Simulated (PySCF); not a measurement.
Species: C3H2BrOP.
SMILES: `o1c(Br)pcc1`

Method used: PySCF 2.14.0, PBE0-D3(BJ)/def2-SVP geometry optimisation, gas phase.

Take the most abundant isotopes and a rigid rotor. 

Give the principal moments of inertia and the rotational constants in MHz.

Ia = 98.31, Ib = 430.74, Ic = 529.05 u·Å²; 505379 MHz·u·Å²/I gives A = 5141, B = 1173, C = 955.3 MHz.

What kind of rotor is it?

An asymmetric top: κ = (2 × 1173 − 5141 − 955.3)/(5141 − 955.3) = -0.90.

Is it planar, by Δ = Ic − Ia − Ib?

Planar: Δ = Ic − Ia − Ib = 0.00 u·Å². For a rigid frame Δ = −2 Σ m c², so it vanishes when all atoms lie in the ab plane; here none is more than 0.01 Å from it.

List the rotational levels J(Ka,Kc) to J = 5 (K).

Above 0(0,0), as E/k:
J = 1: 1(0,1) 0.102, 1(1,1) 0.293, 1(1,0) 0.303
J = 2: 2(0,2) 0.306, 2(1,2) 0.486, 2(1,1) 0.518, 2(2,1) 1.089, 2(2,0) 1.089
J = 3: 3(0,3) 0.611, 3(1,3) 0.777, 3(1,2) 0.840, 3(2,2) 1.395, 3(2,1) 1.398, 3(3,1) 2.374, 3(3,0) 2.374
J = 4: 4(0,4) 1.015, 4(1,4) 1.164, 4(1,3) 1.268, 4(2,3) 1.804, 4(2,2) 1.810, 4(3,2) 2.783, 4(3,1) 2.783, 4(4,1) 4.152, 4(4,0) 4.152
J = 5: 5(0,5) 1.518, 5(1,5) 1.647, 5(1,4) 1.803, 5(2,4) 2.314, 5(2,3) 2.328, 5(3,3) 3.295, 5(3,2) 3.296, 5(4,2) 4.664, 5(4,1) 4.664, 5(5,1) 6.423, 5(5,0) 6.423

Predict some low-J microwave lines.

The dipole components are |μa| = 1.41 D, |μb| = 1.06 D, |μc| = 0.00 D; the mirror of this Cs structure is the ab plane, so μc vanishes by symmetry and there are no c-type lines. Intensities carry the squares of the components, which stand as 1.00 : 0.57 (a : b). Some lines, for components of 0.1 D or more:

```
type  branch         J(Ka,Kc)    MHz  lower level (cm⁻¹)
   b       R  3(0,3) ← 2(1,2)   2593               0.338
   a       R  2(1,2) ← 1(1,1)   4039               0.203
   a       R  2(0,2) ← 1(0,1)   4248               0.071
   b       Q  2(1,1) ← 2(0,2)   4412               0.213
   b       R  4(0,4) ← 3(1,3)   4967               0.540
   b       Q  4(1,3) ← 4(0,4)   5273               0.706
   a       R  3(2,2) ← 2(2,1)   6386               0.757
   a       R  4(0,4) ← 3(0,3)   8428               0.425
   a       R  4(3,1) ← 3(3,0)   8532               1.650
   a       R  4(1,3) ← 3(1,2)   8932               0.584
   b       Q  3(2,1) ← 3(1,2)  11624               0.584
   b       Q  2(2,0) ← 2(1,1)  11911               0.360
   b       Q  2(2,1) ← 2(1,2)  12556               0.338
   b       R  2(2,1) ← 1(1,0)  16377               0.211
   b       R  2(2,0) ← 1(1,1)  16604               0.203
   b       R  3(2,1) ← 2(1,2)  18985               0.338
   b       R  4(2,3) ← 3(1,2)  20088               0.584
   b       Q  3(3,0) ← 3(2,1)  20343               0.971
   b       Q  3(3,1) ← 3(2,2)  20387               0.970
   b       Q  4(3,2) ← 4(2,3)  20410               1.254
   b       R  3(3,1) ← 2(2,0)  26764               0.757
   b       Q  4(4,0) ← 4(3,1)  28517               1.935
   b       R  4(3,2) ← 3(2,1)  28874               0.971
   b       R  4(3,1) ← 3(2,2)  28919               0.970
   b       R  4(4,1) ← 3(3,0)  37049               1.650
```

Estimate the classical rotational partition function at 25 K, 100 K and 298.15 K.

Point group Cs, symmetry number σ = 1; q = (√π/σ)·√((kT/h)³/(ABC)), k/h = 20836.6 MHz/K: 8780 at 25 K, 70200 at 100 K, 362000 at 298.15 K.

No PBE0-D3(BJ)/def2-SVP frequencies stand behind this structure, so it isn't proved a minimum. No vibrational averaging or centrifugal distortion is included, and the geometry carries the error of its method. Quadrupole hyperfine structure (79Br) is left out.

Time: 42 s wall; peak memory 0.50 GiB. Hardware: one thread of an Intel Xeon Platinum 8488C, no GPU (shared host). These figures are those of the optimisation.
